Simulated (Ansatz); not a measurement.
Geometry optimisation, RKS LDA/def2-SVP in Ansatz.

The input (input.yaml):

```yaml
crystal:
  periodic: [false, false, false]
  atoms:
    - { symbol: Ta, position_ang: [-0.182155, 0.16515, 0.033681] }
    - { symbol: F, position_ang: [1.712301, 0.241801, 0.246054] }
    - { symbol: Cl, position_ang: [-0.247866, 0.355958, 2.336846] }
    - { symbol: Cl, position_ang: [0.291901, -0.247897, -2.192684] }
    - { symbol: Cl, position_ang: [-1.24601, 2.114032, -0.349494] }
    - { symbol: Cl, position_ang: [-1.707919, -1.5194, 0.070087] }
    - { symbol: Cl, position_ang: [1.740327, -2.789019, 1.034626] }
    - { symbol: H, position_ang: [2.420922, -1.639125, 0.908883] }
basis:
  gaussian: { orbitals: def2-SVP }
hamiltonian:
  xc: lda
relax:
  f_tol: 0.03
  max_steps: 50
```

Run as:

```bash
$ ansatz run input.yaml --threads 4 --pin off --max-ram 5120MiB --backend cpu --events-out ev --progress --plain --runs-dir out
```

Question: Where does it end, and by what steps?

Answer: It converged. After 10 steps the energy has fallen by 0.279 eV; Cl7 moved furthest, 0.68 Å. Joined: Ta1–Cl7 (3.66 → 2.80 Å).

```
step  energy less start (eV)  largest force component (eV/Å)  accepted
   0                  0.0000                           0.987       yes
   1                 -0.0831                           0.527       yes
   2                 -0.1643                           0.339       yes
   3                 -0.2369                           0.313       yes
   4                 -0.2604                           0.383       yes
   5                 -0.2712                           0.278       yes
   6                 -0.2760                           0.086       yes
   7                 -0.2744                           0.237        no
   8                 -0.2780                           0.073       yes
   9                 -0.2767                           0.195        no
  10                 -0.2792                           0.006       yes
```

```xyz
8
Properties=species:S:1:pos:R:3
Ta -0.073 0.012 0.126
F 1.758 0.460 0.328
Cl -0.216 0.185 2.435
Cl 0.465 -0.568 -2.055
Cl -1.097 1.963 -0.356
Cl -1.793 -1.517 0.122
Cl 1.346 -2.325 0.734
H 2.391 -1.529 0.754
```

Whether the end is a true minimum wasn't checked by a vibrational analysis.

The run took 20 s on 4 threads of Arm Neoverse V1 (shared host), peak memory 0.23 GiB.
